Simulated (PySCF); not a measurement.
Geometry:
```tsv
atom	x (Å)	y (Å)	z (Å)
C1	-2.709	0.065	-0.816
C2	-1.713	-0.552	-0.212
C3	-0.391	0.103	0.102
C4	-0.389	0.457	1.514
N5	-0.381	0.708	2.628
O6	0.655	-0.786	-0.190
Si7	2.261	-0.572	-0.227
C8	2.657	0.805	-1.439
N9	2.859	1.658	-2.177
H10	-3.642	-0.434	-1.012
H11	-2.637	1.092	-1.134
H12	-1.781	-1.582	0.107
H13	-0.275	1.033	-0.477
H14	2.823	-0.128	1.047
H15	2.660	-1.858	-0.765
```

PySCF 2.14.0 with density-fitted response routines calculation with shielding tensors at PBE0/pcSseg-1 (GIAO) and GFN2-xTB structure; isolated molecule, relativity neglected, a single conformation.

Referencing at the same level of theory: 13C (σ = 186.93 ppm) against TMS.

Task: Do the 13C shifts follow the atomic charges (in e)? Tabulate both.

Result: 
```tsv
atoms	hybridisation	δ (ppm)	σ para (ppm)	Hirshfeld	IAO	Mulliken	ESP-fitted
C2	sp2	143.2	-210	-0.04	-0.14	-0.18	-0.17
C1	sp2	128.0	-195	-0.08	-0.29	-0.10	-0.41
C8	sp	123.5	-201	-0.04	-0.19	-0.22	+0.12
C4	sp	120.8	-198	+0.08	+0.12	+0.10	+0.29
C3	sp3	65.8	-121	+0.08	+0.06	+0.12	+0.27
```

Correlation coefficients of δ with charge over these carbons: Hirshfeld -0.68, IAO -0.54, Mulliken -0.71, ESP-fitted -0.59; with the paramagnetic shielding -0.98. With so few points, grouped by hybridisation, these coefficients are fragile. Charge is one influence among several: hybridisation and low-lying excitations act through the paramagnetic term.

Shifts are as computed. Against solution values, carbons near 30 ppm lie about +3 ppm off and those near 130 ppm about +5 ppm. Of 1211 compounds with measured shifts, 218 miss one by over three times the rms of a fit or turn the order of signals round; such compounds aren't used in these exercises.
